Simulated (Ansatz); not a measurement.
Geometry optimisation, RKS r2SCAN/6-31G* (Ansatz 0.2.0).

Input file:

```yaml
crystal:
  periodic: [false, false, false]
  atoms:
    - { symbol: C, position_ang: [-1.5514, -0.4623, -0.1758] }
    - { symbol: C, position_ang: [-0.1112, -0.1277, 0.0896] }
    - { symbol: C, position_ang: [0.3298, -1.0254, 1.2419] }
    - { symbol: Si, position_ang: [1.0527, -0.342, -1.4776] }
    - { symbol: Si, position_ang: [0.2145, 1.7246, 0.4295] }
    - { symbol: F, position_ang: [-0.4183, 2.13488, 1.84618] }
    - { symbol: H, position_ang: [-1.7268, -1.4671, -0.4544] }
    - { symbol: H, position_ang: [-2.1768, -0.1943, 0.69] }
    - { symbol: H, position_ang: [-1.9944, 0.2078, -0.9675] }
    - { symbol: H, position_ang: [-0.2171, -0.8326, 2.189] }
    - { symbol: H, position_ang: [1.4092, -0.8686, 1.5277] }
    - { symbol: H, position_ang: [0.2622, -2.0808, 1.0247] }
    - { symbol: H, position_ang: [0.846, -1.7504, -1.901] }
    - { symbol: H, position_ang: [2.3776, -0.0486, -1.1544] }
    - { symbol: H, position_ang: [0.4942, 0.459, -2.603] }
    - { symbol: H, position_ang: [1.71665, 1.96748, 0.51648] }
    - { symbol: H, position_ang: [-0.30127, 2.64112, -0.64541] }
basis:
  gaussian: { orbitals: "6-31G*" }
hamiltonian:
  xc: r2scan
relax:
  f_tol: 0.015
  max_steps: 40
```

Command:

```bash
$ ansatz run input.yaml --threads 2 --pin off --max-ram 3072MiB --backend cpu --events-out ev --progress --plain --runs-dir out
```

Where does it end, and by what steps?

The forces met the threshold. After 8 steps the energy has fallen by 0.477 eV; H16 moved furthest, 0.28 Å.

```
step  energy less start (eV)  largest force component (eV/Å)  accepted
   0                  0.0000                           3.088       yes
   1                 -0.3806                           0.988       yes
   2                 -0.4600                           0.393       yes
   3                 -0.4718                           0.095       yes
   4                 -0.4751                           0.061       yes
   5                 -0.4765                           0.039       yes
   6                 -0.4737                           0.214        no
   7                 -0.4767                           0.018       yes
   8                 -0.4769                           0.012       yes
```

```xyz
17
Properties=species:S:1:pos:R:3
C -1.544 -0.346 -0.213
C -0.045 -0.073 0.058
C 0.450 -0.959 1.226
Si 0.958 -0.471 -1.498
Si 0.180 1.728 0.515
F -0.638 2.014 1.884
H -1.713 -1.403 -0.466
H -2.147 -0.124 0.679
H -1.934 0.264 -1.039
H -0.129 -0.755 2.138
H 1.509 -0.787 1.459
H 0.327 -2.026 0.992
H 0.730 -1.898 -1.869
H 2.417 -0.270 -1.264
H 0.541 0.388 -2.644
H 1.615 2.037 0.764
H -0.372 2.616 -0.545
```

Whether the end is a true minimum wasn't checked by a vibrational analysis.

The run took 76 s on 2 threads of Arm Neoverse V1, on a shared host, peak memory 0.21 GiB.
